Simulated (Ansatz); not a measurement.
Cost and result for the atomization energy of `C=C=C(F)[SiH2]F` (10 atoms, 9 bonds).

Cartesian coordinates in Å:
```
C 0.4297 1.6857 1.3550
C -0.1143 0.9814 0.4093
C -0.6080 0.2044 -0.5162
F -1.6078 0.6413 -1.3231
Si 0.0474 -1.5110 -0.8172
F -1.0667 -2.5990 -0.4592
H 1.2934 2.3153 1.1635
H 0.0301 1.6753 2.3646
H 0.3839 -1.6860 -2.2486
H 1.2121 -1.7075 0.0719
```

Charge 0, multiplicity 1. Geometry: relaxed with PBE0-D4/def2-TZVP. It is one conformer, not always the lowest. Program: Ansatz. All runs use 4 threads of an Arm Neoverse V1 on a shared host. Times are those of one run each, without the atoms' runs, and a repeat can differ threefold. Electronic energies, without spin–orbit coupling; frozen cores. CCSD(T)/CBS adds CCSD(T) − MP2 in def2-TZVPP to the MP2 limit, and its time is that of the two runs behind it. T1 = 0.013. HSE06 is the plane-wave form, built on full-range PBE exchange.

CCSD(T)/CBS is a level of theory with its own doubt, some kJ/mol a heavy atom from the limit and from the frozen cores, so smaller differences don't rank the functionals.

```
                             level  functions  wall time  atomization (kcal/mol)  difference from CCSD(T)/CBS  per bond
            LDA (SPW92)/def2-TZVPP        253      1.3 s                  1132.6                        157.3      17.5
                PBE0-D4/def2-TZVPP        253      2.9 s                   979.9                          4.6       0.5
               HSE06-D4/def2-TZVPP        253      3.3 s                   980.8                          5.5       0.6
r2SCAN-D4/def2-TZVPP (with forces)        253      4.9 s                   981.8                          6.5       0.7
                 B2PLYP/def2-TZVPP        253      6.5 s                   967.8                         -7.5      -0.8
               PBE-QIDH/def2-TZVPP        253      6.5 s                   969.6                         -5.7      -0.6
                ωB97X-V/def2-TZVPP        253        8 s                   977.2                          1.9       0.2
                  CCSD(T)/def2-SVP        108        8 s                   919.8                        -55.5      -6.2
                 B97M-V/def2-TZVPP        253      9.5 s                   979.7                          4.4       0.5
  ωB97M-V/def2-TZVPP (with forces)        253       11 s                   978.7                          3.4       0.4
                    MP2/def2-QZVPP        475       27 s                   991.3                         16.0       1.8
                CCSD(T)/def2-TZVPP        253    3.6 min                   948.6                        -26.7      -3.0
                 CCSD(T)/CBS(def2)          –    4.1 min                   975.3                          0.0       0.0
```

From r2SCAN to r2SCAN0 (25 % exact exchange), in def2-TZVPP and without D4, the atomization energy moves by −22.6 kcal/mol: exact exchange takes away binding that semilocal exchange gives to molecules. In def2-TZVPP, CCSD(T) changes the Hartree–Fock value by +240.5 kcal/mol (the triples alone add +17.9 kcal/mol) and MP2 by +267.1 kcal/mol; breaking electron pairs costs correlation energy, which Hartree–Fock lacks. At CCSD(T), def2-SVP lies −55.5 kcal/mol from the extrapolated value and def2-TZVPP −26.7 kcal/mol: correlation converges slowly with the basis, and small sets miss more of it in the bonded molecule than in its fragments.
